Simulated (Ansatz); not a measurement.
Geometry optimisation, DFT PBE-D3(BJ), scalar-relativistic, plane waves, PAW in Ansatz.

Input:

```yaml
crystal:
  lattice:
    - [0.0, 5.43, 5.43]
    - [5.43, 0.0, 5.43]
    - [5.43, 5.43, 0.0]
  atoms:
    - { symbol: Si, position: [0.0, 0.0, 0.0] }
    - { symbol: Si, position: [0.125, 0.125, 0.125] }
    - { symbol: Si, position: [0.0, 0.0, 0.5] }
    - { symbol: Si, position: [0.125, 0.125, 0.625] }
    - { symbol: Si, position: [0.0, 0.5, 0.0] }
    - { symbol: Si, position: [0.125, 0.625, 0.125] }
    - { symbol: Si, position: [0.0, 0.5, 0.5] }
    - { symbol: Si, position: [0.125, 0.625, 0.625] }
    - { symbol: Si, position: [0.5, 0.0, 0.0] }
    - { symbol: Si, position: [0.625, 0.125, 0.125] }
    - { symbol: Si, position: [0.5, 0.0, 0.5] }
    - { symbol: Si, position: [0.625, 0.125, 0.625] }
    - { symbol: Si, position: [0.5, 0.5, 0.0] }
    - { symbol: Si, position: [0.625, 0.625, 0.125] }
    - { symbol: Si, position: [0.5, 0.5, 0.5] }
    - { symbol: Si, position: [0.625, 0.625, 0.625] }
    - { symbol: B, position: [0.3776902, 0.8844116, 0.8698114], spin: 1.0 }
magnetization:
  spin_polarized: true
basis:
  ecutwfc: 420.0
kpoints:
  mp_grid: { grid: [2, 2, 2] }
hamiltonian:
  xc: pbe
  dispersion: d3bj
  pseudopotentials: { kind: paw, azcp: { folder: soft_1 } }
scf:
  occupations: { method: fermi_dirac, width: 0.02 }
  lower_state_search: "off"
relax:
  f_tol: 0.08
  max_steps: 25
  adjacent_minimum: "off"
```

Run as:

```bash
$ ansatz run input.yaml --threads 1 --pin off --max-ram 3072MiB --backend cpu --events-out ev --progress --plain --runs-dir out
```

Task: Where does it end, and by what steps?

Result: The run converged. Limits of this set-up: coarse k mesh, a small cell, in which the defect meets its images. After 2 steps the energy has fallen by 0.082 eV; Si13 moved furthest, 0.07 Å.

```csv
step,energy less start (eV),largest force component (eV/Å),accepted
0,0.0000,0.374,yes
1,-0.0659,0.155,yes
2,-0.0817,0.045,yes
```

```xyz
17
Lattice="0.0000 5.4300 5.4300 5.4300 0.0000 5.4300 5.4300 5.4300 0.0000" Properties=species:S:1:pos:R:3
Si -0.035 0.035 0.034
Si 1.386 1.362 1.354
Si 2.714 2.715 -0.005
Si 4.068 4.043 1.353
Si 2.724 0.008 2.707
Si 4.070 1.359 4.047
Si 5.421 2.705 2.707
Si 6.783 4.076 4.062
Si -0.024 2.693 2.688
Si 1.367 4.067 4.099
Si 2.739 5.456 2.686
Si 4.071 6.789 4.098
Si 2.754 2.676 5.470
Si 4.073 4.101 6.783
Si 5.426 5.434 5.432
Si 6.759 6.787 6.782
B 9.528 6.770 6.856
```

The run took 42 s on 1 thread of Arm Neoverse V2, with other jobs on the host, peak memory 0.65 GiB.
